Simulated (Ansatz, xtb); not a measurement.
**C3H9AlOS: which of two isomers lies lower**

Structure a: `C[O][Al]([CH3])[S]C`, a singlet. Structure b: `CC[O][AlH][S]C`, a singlet. Both are isolated molecules in the gas phase, relaxed with r2SCAN-D4/def2-SVP, each in the lowest conformer that the search found.

Task: Estimate which is lower in electronic energy at CCSD(T)/def2-SVP + ΔMP2/def2-TZVPP, and by roughly how much.

Result: The CCSD(T)/def2-SVP + ΔMP2/def2-TZVPP calculation puts structure a lower, by 0.342 eV.

How the difference moves with the method:

| level | geometry | E(b) − E(a) (eV) | departure from the last row (eV) | job, with rough time for the two |
| --- | --- | --- | --- | --- |
| r2SCAN-D4/def2-SVP | r2SCAN-D4/def2-SVP | +0.303 | −0.039 | optimisation, 1.7 min |
| HF/def2-SVP | r2SCAN-D4/def2-SVP | +0.236 | −0.106 | part of the CCSD(T) run |
| MP2/def2-SVP | r2SCAN-D4/def2-SVP | +0.256 | −0.086 | part of the CCSD(T) run |
| CCSD(T)/def2-SVP | r2SCAN-D4/def2-SVP | +0.223 | −0.120 | single point |
| CCSD(T)/def2-SVP + ΔMP2/def2-TZVPP | r2SCAN-D4/def2-SVP | +0.342 |  | single point, 51 s |

As drawn, b has 1 C–C, 1 Al–H in place of 1 C–Al, 1 C–H.

The levels shown agree on the order. The largest departure from CCSD(T)/def2-SVP + ΔMP2/def2-TZVPP is that of CCSD(T)/def2-SVP, 0.120 eV. A small imaginary or near-zero mode remains, so no thermal terms are given. Levels run at GFN2-xTB geometries aren't shown. The last row adds to CCSD(T) the change of the MP2 difference between the two basis sets, here +0.120 eV.

The correlated steps freeze 14 core orbitals. Codes used: Ansatz 0.2.0, xtb 6.7.1; the last row on 4 threads of Arm Neoverse V1 on a shared host.
